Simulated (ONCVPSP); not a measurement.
# Before and after: ONCV potential for boron

```
Element                 : B
Generator               : ONCVPSP 4.0.1
Type                    : optimised norm-conserving Vanderbilt (ONCV)
Functional              : PBE
Relativity              : scalar-relativistic
Frozen core             : none
Valence charge          : 5
Reference configuration : 1s2 2s2 2p1
Partial waves           : 1s+2s: rc 0.70 bohr, ncon 4, nbas 7, qcut 16.2 1/bohr, 2 projectors; 2p: rc 2.85 bohr, ncon 3, nbas 8, qcut 4.1 1/bohr, 2 projectors, debl 3.2 Ha; d scattering state at 0.33 Ha: rc 2.70 bohr, ncon 4, nbas 9, qcut 3.2 1/bohr, 2 projectors, debl 1.9 Ha
Local potential         : polynomial inside 0.45 bohr (lpopt 5, dvloc0 0 Ha)
Core correction         : none
```

All-electron outer shells of the reference configuration (PBE, scalar-relativistic, ld1.x):

| shell | level (eV) | outermost node (bohr) | outermost maximum (bohr) |
| --- | --- | --- | --- |
| 1s | -180.59 | – | 0.21 |
| 2s | -9.44 | 0.46 | 1.52 |
| 2p | -3.61 | – | 1.57 |

Change: p: qcut 3.6.

Cutoffs: the cutoffs (Ha) at which the residual kinetic energy of the hardest occupied pseudo-wave falls to 1 and 0.1 mHa per electron; they do not see the model core or the augmentation charge, which bear on the density cutoff. Errors are all-electron minus pseudo energies relative to the spin-unpolarised reference configuration.

Q: What does the change do?

A: The potential gets neither clearly harder nor softer (111 Ha and 127 Ha → 111 Ha and 127 Ha); of the 3 tests that both files solve, the error grows in 3 and shrinks in 0 by more than 15 % and 0.3 meV (median size 101.2 → 129.8 meV); neither file shows a bound ghost.

```csv
quantity,base,changed
"cutoff, loose",111 Ha,111 Ha
"cutoff, tight",127 Ha,127 Ha
loose cutoff by channel,"s 111 Ha, p 5.8 Ha","s 111 Ha, p 5.1 Ha"
bound ghosts,none,none
GHOST(+) flags under 300 eV,none,none
tests with a reliable result,3 of 4,3 of 4
"error for 1s2 2s2 2p0, meV [ΔE 8.22 eV]",+101,+130
"error for 1s2 2s1 2p0, meV [ΔE 33.64 eV]",+307,+386
"error for 1s2 2s1 2p1, meV [ΔE 14.36 eV]",-68,-87
s: phases at 0.71 bohr within 0.05 rad from the reference energy up to (Ha; the scan ends near 5),to the end of the scan,to the end of the scan
p: phases at 2.89 bohr within 0.05 rad from the reference energy up to (Ha; the scan ends near 5),0.4,0.3
d: phases at 2.74 bohr within 0.05 rad from the reference energy up to (Ha; the scan ends near 5),4.7,4.7
```
